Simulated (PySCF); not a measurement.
Species: C₅H₃ClOS.
Cartesian coordinates in Å at the PBE0-D3(BJ)/def2-SVP level; atoms count from 1:
```
atom  x, y, z in Å
O1    -2.1426   -1.5284    0.2930
C2    -1.7706   -0.4542   -0.0502
Cl3   -2.9483    0.7657   -0.6281
C4    -0.3789    0.0107   -0.0523
C5     0.6865   -0.8394    0.3830
C6     1.9001   -0.2206    0.3052
S7     1.7561    1.3888   -0.2948
C8     0.0661    1.2534   -0.4509
H9     0.5284   -1.8591    0.7337
H10    2.8788   -0.6197    0.5681
H11   -0.5387    2.0782   -0.8234
```

Level of theory: core-valence-separated Tamm–Dancoff BHandHLYP/aug-pcX-1 (pcseg-1 on H, def2-SVPD on Cl, def2-SVPD on S) in PySCF, non-relativistic, gas phase, PBE0-D3(BJ)/def2-SVP geometry. BHandHLYP without relativity tends to put these K edges a few eV too low, so spacings mean more than positions.

The lowest roots of each edge with f over 0.003 (five at most, numbered afresh; weaker and dark ones are left out), with transition dipoles (au) in the frame of the coordinates:

```
root  edge  E (eV)       f       μx       μy       μz
   1     C  282.90  0.0595  -0.0105   0.0315   0.0865
   2     C  283.23  0.0561   0.0101  -0.0304  -0.0840
   3     C  283.40  0.0334   0.0077  -0.0235  -0.0648
   4     C  283.53  0.0626   0.0107  -0.0322  -0.0887
   5     C  284.63  0.0785  -0.0117   0.0357   0.0992
   6     O  528.87  0.0462  -0.0066   0.0201   0.0558
   7     O  533.77  0.0127   0.0211  -0.0207   0.0100
```

Task: What is the unit vector of the normal of the molecular plane, and which share of each root's |μ|² lies along it?

Result: (0.11, -0.34, -0.93), up to sign.

```json
{"root": "1", "core hole on": "C8", "share along it": "1.00", "final orbital under reflection in the plane": "odd"}
{"root": "2", "core hole on": "C5", "share along it": "1.00", "final orbital under reflection in the plane": "odd"}
{"root": "3", "core hole on": "C4", "share along it": "1.00", "final orbital under reflection in the plane": "odd"}
{"root": "4", "core hole on": "C6", "share along it": "1.00", "final orbital under reflection in the plane": "odd"}
{"root": "5", "core hole on": "C2", "share along it": "1.00", "final orbital under reflection in the plane": "odd"}
{"root": "6", "core hole on": "O1", "share along it": "1.00", "final orbital under reflection in the plane": "odd"}
{"root": "7", "core hole on": "O1", "share along it": "0.00", "final orbital under reflection in the plane": "even"}
```

The 1s orbitals of atoms in the plane are even under the reflection, so light polarised along the normal reaches odd orbitals alone (the out-of-plane π set) and light polarised in the plane even ones.

Task: For fixed molecules, how does the intensity of root 1 change when the electric field is turned 30° away from the normal of the molecular plane?

Result: Intensity goes as (E·μ)², and μ lies along that direction, so it falls to cos²30° = 0.75 of its maximum; it vanishes at 90°.

Task: Molecules are fixed in this frame and the field points along (1, 0, −1)/√2. What effective strengths 3 f cos²θ do the roots have (θ between field and μ)?

Result: root 1 (C8): 0.098, root 2 (C5): 0.092, root 3 (C4): 0.055, root 4 (C6): 0.103, root 5 (C2): 0.129, root 6 (O1): 0.076, root 7 (O1): 0.002. Root 5 is the strongest. Averaged over all orientations cos²θ is 1/3, which gives f back.

One conformer stands for the species.
